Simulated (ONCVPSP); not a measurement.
**PBE ONCV dataset for Fe (Z = 26), fully relativistic all-electron reference.**

Input for ONCVPSP 4.0.1:

```
# ATOM AND REFERENCE CONFIGURATION
# atsym  z   nc   nv     iexc    psfile
  Fe 26.00    3    5        4      upf
#
#   n    l    f
    1    0    2.00
    2    0    2.00
    2    1    6.00
    3    0    2.00
    3    1    6.00
    3    2    6.00
    4    0    1.50
    4    1    0.50
#
# PSEUDOPOTENTIAL AND OPTIMIZATION
# lmax
    2
#
#   l,   rc,      ep,       ncon, nbas, qcut
    0    1.50    0.00    5    9    8.00
    1    1.45    0.00    4    9   10.50
    2    0.90    0.00    4    7    9.30
#
# LOCAL POTENTIAL
# lloc, lpopt,  rc(5),   dvloc0
    4    5    0.75    2.00
#
# VANDERBILT-KLEINMAN-BYLANDER PROJECTORs
# l, nproj, debl
    0    2    2.90
    1    2    2.60
    2    2    0.80
#
# MODEL CORE CHARGE
# icmod, fcfact, rcfact
    3    3.00    1.75
#
# LOG DERIVATIVE ANALYSIS
# epsh1, epsh2, depsh
   -5.00    5.00    0.04
#
# OUTPUT GRID
# rlmax, drl
    6.00    0.01
#
# TEST CONFIGURATIONS
# ncnf
    4
# nvcnf
#   n    l    f
    5
    3    0    2.00
    3    1    6.00
    3    2    6.00
    4    0    2.00
    4    1    0.00
#
    5
    3    0    2.00
    3    1    6.00
    3    2    6.00
    4    0    1.00
    4    1    0.00
#
    5
    3    0    2.00
    3    1    6.00
    3    2    6.00
    4    0    0.00
    4    1    0.00
#
    5
    3    0    2.00
    3    1    6.00
    3    2    7.00
    4    0    1.00
    4    1    0.00
#
```

Command:

```bash
oncvpspr.x < Fe.dat > Fe.out
```

Output (shortened: citation, most of the input echo, consistency checks and plot data are left out):

```
ONCVPSP  (Optimized Norm-Conservinng Vanderbilt PSeudopotential)
relativistic version 4.0.1

#   n    l    f        energy (Ha)
    1    0    2.00    -2.5718368D+02
    2    0    2.00    -3.0147517D+01
    2    1    6.00    -2.5539703D+01    -2.5998381D+01
    3    0    2.00    -3.4877420D+00
    3    1    6.00    -2.2208865D+00    -2.2775282D+00
    3    2    6.00    -3.0601900D-01    -3.1163074D-01
    4    0    1.50    -2.1542630D-01
    4    1    0.50    -6.3891171D-02    -6.5640594D-02

Reference configufation results
  iterations    34
  all-electron total energy (Ha)   -1.27240140D+03

Begin loop to  construct optimized pseudo wave functions
and semi-local pseudopoentials for all angular momenta

Calculating optimized projector #   1

 for l=   0

    Fraction of norm inside rc  0.972794
    Optimizing pswf for qcut=   8.00 a_B^-1,  ecut=  31.97 Ha
    Residual kinetic energy error=  2.37D-05 Ha

    Energy error per electron        Cutoff
         Ha          eV             Ha
         0.01000     0.27211        9.40
         0.00100     0.02721       22.44
         0.00010     0.00272       28.32
         0.00001     0.00027       60.69

Calculating optimized projector #   2

 for l=   0

    Fraction of norm inside rc  0.063174
    Optimizing pswf for qcut=   8.00 a_B^-1,  ecut=  31.97 Ha
    Residual kinetic energy error=  1.61D-05 Ha

    Energy error per electron        Cutoff
         Ha          eV             Ha
         0.01000     0.27211        6.94
         0.00100     0.02721       18.72
         0.00010     0.00272       26.96
         0.00001     0.00027       35.40

Calculating optimized projector #   1

 for l=   1

    Fraction of norm inside rc  0.936673
    Optimizing pswf for qcut=  10.50 a_B^-1,  ecut=  55.17 Ha
    Residual kinetic energy error=  2.91D-08 Ha

    Energy error per electron        Cutoff
         Ha          eV             Ha
         0.01000     0.27211       25.98
         0.00100     0.02721       33.23
         0.00010     0.00272       39.71
         0.00001     0.00027       45.08

Calculating optimized projector #   2

 for l=   1

    Fraction of norm inside rc  0.018249
    Optimizing pswf for qcut=  10.50 a_B^-1,  ecut=  55.17 Ha
    Residual kinetic energy error=  1.44D-09 Ha

    Energy error per electron        Cutoff
         Ha          eV             Ha
         0.01000     0.27211       14.78
         0.00100     0.02721       23.46
         0.00010     0.00272       31.29
         0.00001     0.00027       38.13

Calculating optimized projector #   1

 for l=   1

    Fraction of norm inside rc  0.940342
    Optimizing pswf for qcut=  10.50 a_B^-1,  ecut=  55.17 Ha
    Residual kinetic energy error=  3.48D-08 Ha

    Energy error per electron        Cutoff
         Ha          eV             Ha
         0.01000     0.27211       26.36
         0.00100     0.02721       33.64
         0.00010     0.00272       40.10
         0.00001     0.00027       45.28

Calculating optimized projector #   2

 for l=   1

    Fraction of norm inside rc  0.018880
    Optimizing pswf for qcut=  10.50 a_B^-1,  ecut=  55.17 Ha
    Residual kinetic energy error=  1.99D-09 Ha

    Energy error per electron        Cutoff
         Ha          eV             Ha
         0.01000     0.27211       15.14
         0.00100     0.02721       23.98
         0.00010     0.00272       31.87
         0.00001     0.00027       38.67

   Wellstate for l =  2  n =  4 kap= -3
     eigenvalue =   0.4940
     asymptotic potential =   0.9940
     half-point radius =  4.5651

Calculating optimized projector #   1

 for l=   2

    Fraction of norm inside rc  0.444828
    Optimizing pswf for qcut=   9.29 a_B^-1,  ecut=  43.14 Ha
    Residual kinetic energy error=  1.37D-01 Ha

    Energy error per electron        Cutoff
         Ha          eV             Ha
         0.01000     0.27211      173.92
         0.00100     0.02721      214.28
         0.00010     0.00272      284.27

Calculating optimized projector #   2

 for l=   2

    Fraction of norm inside rc  0.064220
    Optimizing pswf for qcut=   9.29 a_B^-1,  ecut=  43.14 Ha
    Residual kinetic energy error=  2.34D-02 Ha

    Energy error per electron        Cutoff
         Ha          eV             Ha
         0.01000     0.27211       50.02
         0.00100     0.02721      235.89
         0.00010     0.00272      292.56
         0.00001     0.00027      381.95

   Wellstate for l =  2  n =  4 kap=  2
     eigenvalue =   0.4884

Calculating optimized projector #   1

 for l=   2

    Fraction of norm inside rc  0.448387
    Optimizing pswf for qcut=   9.29 a_B^-1,  ecut=  43.14 Ha
    Residual kinetic energy error=  1.40D-01 Ha

    Energy error per electron        Cutoff
         Ha          eV             Ha
         0.01000     0.27211      174.45
         0.00100     0.02721      214.54
         0.00010     0.00272      284.96

Calculating optimized projector #   2

 for l=   2

    Fraction of norm inside rc  0.063810
    Optimizing pswf for qcut=   9.29 a_B^-1,  ecut=  43.14 Ha
    Residual kinetic energy error=  2.35D-02 Ha

    Energy error per electron        Cutoff
         Ha          eV             Ha
         0.01000     0.27211       50.09
         0.00100     0.02721      236.07
         0.00010     0.00272      292.64
         0.00001     0.00027      382.11

Construct Vanderbilt / Kleinmman-Bylander projectors

B matrix Hermiticity error, ll=  0  kap= -1
   1   2    3.0429D-04

  Orthonormal projector coefficients  1.4882E+01  2.1821E+00

B matrix Hermiticity error, ll=  1  kap= -2
   1   2    1.1730D-04

  Orthonormal projector coefficients  7.4615E+00  9.9438E-01

B matrix Hermiticity error, ll=  1  kap=  1
   1   2    1.2256D-04

  Orthonormal projector coefficients  7.4791E+00  1.0312E+00

B matrix Hermiticity error, ll=  2  kap= -3
   1   2    7.0023D-05

  Orthonormal projector coefficients -1.5440E+02 -8.7869E+00

B matrix Hermiticity error, ll=  2  kap=  2
   1   2    7.0622D-05

  Orthonormal projector coefficients -1.5399E+02 -8.8236E+00

 Orthonormal scalar projector coefficients, l =  1
  7.4659E+00  1.0073E+00  7.7633E-04  5.4811E-06

 Orthonormal spin-orbit projector coefficients, l =  1
 -1.6897E-01  1.1247E-01  2.0578E-02 -3.2734E-04

 Orthonormal scalar projector coefficients, l =  2
 -1.5423E+02 -8.8016E+00 -9.2730E-05 -3.5455E-07

 Orthonormal spin-orbit projector coefficients, l =  2
 -2.0590E-01  4.1250E-02  1.6804E-02 -1.3898E-04

Model core correction analysis
  based on d2Exc/dn_idn_j

d2excae - all-electron derivatives

   -3.234382D-02   -2.990709D-02   -2.148025D-02   -1.614767D-03
   -6.240479D-04
   -2.990718D-02   -2.872881D-02   -2.125830D-02   -1.961684D-03
   -7.117495D-04
   -2.148041D-02   -2.125838D-02   -1.981080D-02   -6.036885D-03
   -2.579686D-03
   -1.614675D-03   -1.961495D-03   -6.036019D-03   -2.691051D-02
   -2.079056D-02
   -6.240387D-04   -7.117057D-04   -2.578771D-03   -2.078730D-02
   -2.545064D-02

d2excps - pseudofunction derivatives with no core correction

   -5.125473D-02   -4.068408D-02   -3.041789D-02   -2.831022D-03
   -9.006578D-04
   -4.068562D-02   -3.922947D-02   -3.100817D-02   -2.558723D-03
   -9.385357D-04
   -3.041844D-02   -3.100838D-02   -2.795396D-02   -7.508700D-03
   -3.182205D-03
   -2.831241D-03   -2.558228D-03   -7.506991D-03   -3.216898D-02
   -2.462550D-02
   -9.006889D-04   -9.384331D-04   -3.180490D-03   -2.462214D-02
   -2.978856D-02

rms 2nd derivative error    6.931877E-03

rmatch, rhocmatch    0.4095   45.4868

Teter function model core charge with specified parameters

d2excps - pseudofunction derivatives with core correction

   -3.695268D-02   -3.499949D-02   -2.711743D-02   -1.838252D-03
   -7.096565D-04
   -3.499940D-02   -3.528175D-02   -2.824639D-02   -2.187781D-03
   -8.083854D-04
   -2.711753D-02   -2.824656D-02   -2.578903D-02   -7.301350D-03
   -3.092592D-03
   -1.837952D-03   -2.187268D-03   -7.299632D-03   -3.209968D-02
   -2.461306D-02
   -7.096189D-04   -8.082761D-04   -3.090875D-03   -2.460970D-02
   -2.978431D-02

rms 2nd derivative error    3.959265E-03

Pseudoatom total energy -124.199759

Diagnostic tests using Vanderbilt-Kleinman-Bylander pseudopotentials
  relativistic with J = L +/- 1/2 projectors

   l  kap   rcore       rmatch      e in        delta e    norm test   slope test

   0  -1   1.5086633   1.5544696  -3.4877420   0.0000041   1.0001835   1.0001625
   0  -1   1.5086633   1.5544696  -0.2154263   0.0000029   1.0000280   1.0000216

   1  -2   1.4554740   1.4996653  -2.2208865   0.0000045   1.0001450   1.0001519
   1   1   1.4554740   1.4996653  -2.2775282   0.0000078   1.0001511   1.0001478
   1  -2   1.4554740   1.4996653  -0.0638912   0.0000017   1.0000425   1.0000313
   1   1   1.4554740   1.4996653  -0.0656406   0.0000050   1.0000794   1.0000673

   2  -3   0.9019158   0.9292999  -0.3060190  -0.0000292   1.0001017   1.0001899
   2   2   0.9019158   0.9292999  -0.3116307   0.0000990   1.0001400   0.9999677
   2  -3   0.9019158   0.9292999   0.4939810   0.0000015   1.0002839   1.0002839
   2   2   0.9019158   0.9292999   0.4930398   0.0000209   1.0002901   1.0002901

Diagnostic tests using Vanderbilt-Kleinman-Bylander pseudopotentials
  relativistic with scalar and spin-orbit non-local projectors

   l  kap   rcore       rmatch      e in        delta e    norm test   slope test

   0  -1   1.5086633   1.5544696  -3.4877420   0.0000041   1.0001835   1.0001625
   0  -1   1.5086633   1.5544696  -0.2154263   0.0000029   1.0000280   1.0000216

   1  -2   1.4554740   1.4996653  -2.2208865  -0.0001743   1.0001795   1.0001308
   1   1   1.4554740   1.4996653  -2.2775282  -0.0001701   1.0001844   1.0001275
   1  -2   1.4554740   1.4996653  -0.0638912   0.0000001   0.9999974   1.0000253
   1   1   1.4554740   1.4996653  -0.0656406   0.0000035   1.0000399   1.0000622

   2  -3   0.9019158   0.9292999  -0.3060190  -0.0000200   1.0001048   1.0002209
   2   2   0.9019158   0.9292999  -0.3116307   0.0000856   1.0001354   0.9999235
   2  -3   0.9019158   0.9292999   0.4939810   0.0000210   1.0002841   1.0002841
   2   2   0.9019158   0.9292999   0.4930398  -0.0000062   1.0002890   1.0002890

Ghost test for J = L + 1/2

 Testing for bound ghosts
   n   l    E NL Schr. Eq   E Basis Diag.   E Cutoff

   1   0       -3.487738       -3.487737    154.25
   2   0       -0.215423       -0.141764    154.25

   2   1       -2.220882       -2.220876    187.27
   3   1       -0.063889        0.129342    187.27

   3   2       -0.306048       -0.254761    316.36

 Testing for highly-localized positive-energy ghosts
       l    <radius>/rc     E Basis Diag.   E Cutoff

Ghost test for J = L - 1/2

 Testing for bound ghosts
   n   l    E NL Schr. Eq   E Basis Diag.   E Cutoff

   1   0       -3.487738       -3.487737    154.25
   2   0       -0.215423       -0.141764    154.25

   2   1       -2.277520       -2.277515    187.27
   3   1       -0.065636        0.122958    187.27

   3   2       -0.311532       -0.261176    316.36

 Testing for highly-localized positive-energy ghosts
       l    <radius>/rc     E Basis Diag.   E Cutoff

Test configuration 0

   n   l kap    f        eae           eps        diff
   1   0  -1  2.0000 -257.18367960
   2   0  -1  2.0000  -30.14751749
   2   1  -2  4.0000  -25.53970329
   2   1   1  2.0000  -25.99838104
   3   0  -1  2.0000   -3.48774196   -3.48773790    4.06E-06
   3   1  -2  4.0000   -2.22088653   -2.22088207    4.46E-06
   3   1   1  2.0000   -2.27752824   -2.27752039    7.85E-06
   3   2  -3  3.6000   -0.30601900   -0.30604817   -2.92E-05
   3   2   2  2.4000   -0.31163074   -0.31153170    9.90E-05
   4   0  -1  1.5000   -0.21542630   -0.21542339    2.91E-06
   4   1  -2  0.3333   -0.06389117   -0.06388947    1.70E-06
   4   1   1  0.1667   -0.06564059   -0.06563558    5.01E-06

    Total energies and differences
      AE_ref= -1.27240140E+03  AE_tst= -1.27240140E+03  dif=  0.00E+00
      PS_ref= -1.24199759E+02  PS_tst= -1.24199759E+02  dif=  1.42E-14
      PSP excitation error= -1.42E-14

Test configuration 1

   n   l kap    f        eae           eps        diff
   1   0  -1  2.0000 -257.15001016
   2   0  -1  2.0000  -30.11567543
   2   1  -2  4.0000  -25.50775347
   2   1   1  2.0000  -25.96641888
   3   0  -1  2.0000   -3.45429830   -3.45421922    7.91E-05
   3   1  -2  4.0000   -2.18733480   -2.18732340    1.14E-05
   3   1   1  2.0000   -2.24400391   -2.24397959    2.43E-05
   3   2  -3  3.6000   -0.27358083   -0.27359107   -1.02E-05
   3   2   2  2.4000   -0.27916795   -0.27904861    1.19E-04
   4   0  -1  2.0000   -0.19446407   -0.19446416   -8.68E-08
   4   1  -2  0.0000   -0.04818164   -0.04818164    0.00E+00
   4   1   1  0.0000   -0.04977629   -0.04977629    0.00E+00

    Total energies and differences
      AE_ref= -1.27240140E+03  AE_tst= -1.27247554E+03  dif= -7.41E-02
      PS_ref= -1.24199759E+02  PS_tst= -1.24273893E+02  dif= -7.41E-02
      PSP excitation error= -1.74E-07

Test configuration 2

   n   l kap    f        eae           eps        diff
   1   0  -1  2.0000 -257.46580213
   2   0  -1  2.0000  -30.42438674
   2   1  -2  4.0000  -25.81703666
   2   1   1  2.0000  -26.27575881
   3   0  -1  2.0000   -3.76760166   -3.76752246    7.92E-05
   3   1  -2  4.0000   -2.50116925   -2.50108567    8.36E-05
   3   1   1  2.0000   -2.55773237   -2.55765707    7.53E-05
   3   2  -3  3.6000   -0.58410111   -0.58417941   -7.83E-05
   3   2   2  2.4000   -0.58977319   -0.58972467    4.85E-05
   4   0  -1  1.0000   -0.45303649   -0.45301455    2.19E-05
   4   1  -2  0.0000   -0.26869841   -0.26869841    0.00E+00
   4   1   1  0.0000   -0.27167758   -0.27167758    0.00E+00

    Total energies and differences
      AE_ref= -1.27240140E+03  AE_tst= -1.27215474E+03  dif=  2.47E-01
      PS_ref= -1.24199759E+02  PS_tst= -1.23953102E+02  dif=  2.47E-01
      PSP excitation error=  1.03E-05

Test configuration 3

   n   l kap    f        eae           eps        diff
   1   0  -1  2.0000 -257.83638984
   2   0  -1  2.0000  -30.78444294
   2   1  -2  4.0000  -26.17793490
   2   1   1  2.0000  -26.63674226
   3   0  -1  2.0000   -4.13242838   -4.13256184   -1.33E-04
   3   1  -2  4.0000   -2.86615709   -2.86605263    1.04E-04
   3   1   1  2.0000   -2.92265267   -2.92258878    6.39E-05
   3   2  -3  3.6000   -0.94274135   -0.94296384   -2.22E-04
   3   2   2  2.4000   -0.94853566   -0.94863568   -1.00E-04
   4   0  -1  0.0000   -0.74220355   -0.74220355    0.00E+00
   4   1  -2  0.0000   -0.52389312   -0.52389312    0.00E+00
   4   1   1  0.0000   -0.52831067   -0.52831067    0.00E+00

    Total energies and differences
      AE_ref= -1.27240140E+03  AE_tst= -1.27155928E+03  dif=  8.42E-01
      PS_ref= -1.24199759E+02  PS_tst= -1.23357682E+02  dif=  8.42E-01
      PSP excitation error=  4.26E-05

Test configuration 4

   n   l kap    f        eae           eps        diff
   1   0  -1  2.0000 -256.98660697
   2   0  -1  2.0000  -29.93055051
   2   1  -2  4.0000  -25.32463918
   2   1   1  2.0000  -25.78349682
   3   0  -1  2.0000   -3.28758576   -3.28699300    5.93E-04
   3   1  -2  4.0000   -2.02601466   -2.02555004    4.65E-04
   3   1   1  2.0000   -2.08185159   -2.08142769    4.24E-04
   3   2  -3  4.2000   -0.13822057   -0.13827262   -5.21E-05
   3   2   2  2.8000   -0.14321407   -0.14315477    5.93E-05
   4   0  -1  1.0000   -0.15636724   -0.15629965    6.76E-05
   4   1  -2  0.0000   -0.03153043   -0.03153043    0.00E+00
   4   1   1  0.0000   -0.03260140   -0.03260140    0.00E+00

    Total energies and differences
      AE_ref= -1.27240140E+03  AE_tst= -1.27250464E+03  dif= -1.03E-01
      PS_ref= -1.24199759E+02  PS_tst= -1.24303023E+02  dif= -1.03E-01
      PSP excitation error=  2.54E-05
```

The run took about 5.6 s on one core of a shared server CPU.
